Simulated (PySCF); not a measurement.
C2H5F2OSi2 (doublet state).
Structure used (GFN2-xTB), in Å, numbered top down from 1:
```
atom  x, y, z in Å
F1     2.0316    1.3299    0.3668
C2     0.9340    0.8271   -0.3249
C3    -0.2967    0.7752    0.5897
Si4   -1.3618   -0.7009    0.0462
F5    -2.4767   -0.2432   -1.0146
O6    -0.2495   -1.5609   -0.7628
Si7    1.2895   -0.9790   -0.9540
H8     0.7684    1.5365   -1.1444
H9     0.0590    0.6150    1.6091
H10   -0.8231    1.7290    0.5881
H11   -1.9886   -1.5411    1.0351
H12    2.1153   -1.7884   -0.0603
```

The hyperfine couplings belong to this conformer and change with its torsions.

Identity: `F[C@@H]1C[Si@@H](F)O[SiH]1` [radical].

Computed with PySCF, UKS B3LYP, pcH-1 on C F H O Si, non-relativistic, mean-field spin-orbit, GIAO. Geometry: GFN2-xTB, one conformer, isolated molecule. Couplings are sensitive to structure, and on GFN2-xTB geometries they can be far from those on DFT ones, by a factor of two or more for some ions and for spin on atoms past the first row. The SCF solution wasn't tested for stability.

Question: The isotropic 19F couplings are +26.7, -1.8 MHz. Assign them to F1; F5.

Answer: 
| site | a_iso (MHz) | ρ(0) (bohr⁻³) | position | distance from Si7 (Å) | bound to | spin population there | largest \|T\| (MHz) |
| --- | --- | --- | --- | --- | --- | --- | --- |
| F1 | +26.7 | +0.0063 | 2 bonds from Si7 | 2.76 | C2 | +0.04 | 52.9 |
| F5 | -1.8 | -0.0004 | 3 bonds from Si7 | 3.84 | Si4 | 0.00 | 1.5 |

Question: Match the computed a_iso(13C) values +61.5, +15.6 MHz with the sites C2; C3.

Answer: 
| site | a_iso (MHz) | ρ(0) (bohr⁻³) | position | distance from Si7 (Å) | spin population | largest \|T\| (MHz) |
| --- | --- | --- | --- | --- | --- | --- |
| C2 | +61.5 | +0.0547 | 1 bond from Si7 | 1.95 | +0.04 | 13.4 |
| C3 | +15.6 | +0.0139 | 2 bonds from Si7 | 2.82 | +0.01 | 3.6 |

Question: Match the computed a_iso(29Si) values -616.9, -16.4 MHz with the sites Si4; Si7.

Answer: 
```
site  a_iso (MHz)  ρ(0) (bohr⁻³)                 position  distance from Si7 (Å)  spin population  largest |T| (MHz)
 Si4        -16.4        +0.0185         2 bonds from Si7                   2.85             0.00                4.1
 Si7       -616.9        +0.6952  largest spin population                   0.00            +0.83              157.8
```

ρ(0) is the spin density at the nucleus and T the dipolar tensor; a_iso includes a spin–orbit part. The largest Mulliken spin populations are on Si7 (+0.83) and H12 (+0.06). No atom but Si7 exceeds +0.15. The angles at Si7 add up to 316.7°, so it is pyramidal.

The run took 74 s wall (with the writing of density and orbital grids) on an Arm Neoverse V2 with one thread, shared host with 96 logical CPUs at a one-minute load of 93, and the process peaked at 0.94 GiB of memory.
